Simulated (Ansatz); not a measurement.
Reaction (formal loss of a carbene): `[CH3][GeH2][O]C=O` → `O=C[O][GeH3]` + `[CH2]` (triplet)

Calculated with Ansatz (gas phase, PBE0-D4/def2-TZVP geometries, no zero-point term in ΔE). CCSD(T)/CBS adds triple-zeta CCSD(T) − MP2 to the extrapolated MP2 energy (def2 sets, frozen cores). This one scheme is used for every species. DFT in def2-TZVPP. Triplets are unrestricted, without spin–orbit coupling. For Ge outer-core shells are correlated without core-valence functions, which leaves a few kJ/mol of doubt a bond. Scalar relativity is left out up to krypton. Each species was taken in one conformer, which may not be the lowest.

**Question.** Is it downhill or uphill in electronic energy at CCSD(T)/CBS, and by how much? (Best estimate.)

**Answer.** Ansatz gave: Uphill: ΔE = +114.2 kcal/mol.

**Question.** What do these levels give: BHLYP-D4, ωB97M-V, PBE0, CCSD/def2-SVP, MP2/CBS(def2), CCSD/CBS(def2)? (Estimate.)

**Answer.** Computed: BHLYP-D4 109.1, ωB97M-V 114.3, PBE0 111.6, CCSD/def2-SVP 105.3, MP2/CBS(def2) 117.9, CCSD/CBS(def2) 111.5 kcal/mol.

Largest T1 diagnostic among the species: 0.015.

From PBE to PBE0 (25 % exact exchange), in def2-TZVPP and without D4, ΔE moves by −1.7 kcal/mol. At CCSD(T), def2-SVP lies −7.1 kcal/mol from the extrapolated value and def2-TZVPP −2.7 kcal/mol. The D4 term adds +2.5 kcal/mol with B3LYP and +1.4 kcal/mol with PBE0; it sums over pairs of atoms, weighted by their polarisabilities, and B3LYP, whose exchange is more repulsive, gets the larger term.

B3LYP here is the variant with VWN-RPA as its local correlation; programs differ in this.
